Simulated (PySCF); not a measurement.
## How methods differ on the ionisation energy of Nd⁴³⁺

Nd⁴³⁺ [Ne] 3s2 3p5 (2P) → Nd⁴⁴⁺ [Ne] 3s2 3p4 (3P), as a difference of total energies. All numbers are calculated (PySCF 2.14, no relativity, point nucleus, in an even-tempered Gaussian basis (16 s from 8.4 bohr⁻², ratio 2.5; 10 p from 11 bohr⁻², ratio 2.5; 4 d from 48 bohr⁻², ratio 2.7; 4 f from 71 bohr⁻², ratio 2.7)). Correlated levels: outer shells: 1s2 frozen; virtual orbitals above 40 to 60 times the deepest correlated orbital energy dropped. The calculations carry no spin-orbit coupling.

```tsv
method	ionisation energy (eV)
UHF	3431.9
MP2 (outer shells)	3432.8
SCS-MP2 (outer shells)	3432.7
CCSD (outer shells)	3432.7
CCSD(T) (outer shells)	3432.7
```

Spin-orbit coupling is strong in these open shells (close to jj coupling). The scalar numbers leave it out and a first-order estimate fails, so it can dominate the gap to the real levels.

The gap to the reference is mostly relativistic.

For comparison: 3465 ± 4 eV (theoretical estimate listed by NIST; NIST Atomic Spectra Database, ionization energies).
